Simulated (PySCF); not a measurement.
Cl4Te, SMILES Cl[Te-](Cl)(Cl)Cl, charge -1, multiplicity 2. The structure is a stationary point at PBE-D3(BJ)/def2-SVPD. The def2 effective core potentials stand for the cores of Te; spin–orbit coupling is left out.

Q: Give the equilibrium geometry at PBE-D3(BJ)/def2-SVPD (PySCF confirms it by a frequency run) as bond lengths and angles, and its point group. (The exact figures need the calculation; the answer reports its results.)

A: point group D4h.
Atoms: Te1 Cl2 Cl3 Cl4 Cl5. Bond lengths (Å): Te1–Cl2 2.567, Te1–Cl3 2.567, Te1–Cl4 2.567, Te1–Cl5 2.567. Bond angles (°): Cl2–Te1–Cl3 180.0, Cl2–Te1–Cl4 90.0, Cl2–Te1–Cl5 90.0, Cl3–Te1–Cl4 90.0, Cl3–Te1–Cl5 90.0, Cl4–Te1–Cl5 180.0.
Charge -1, spin multiplicity 2.
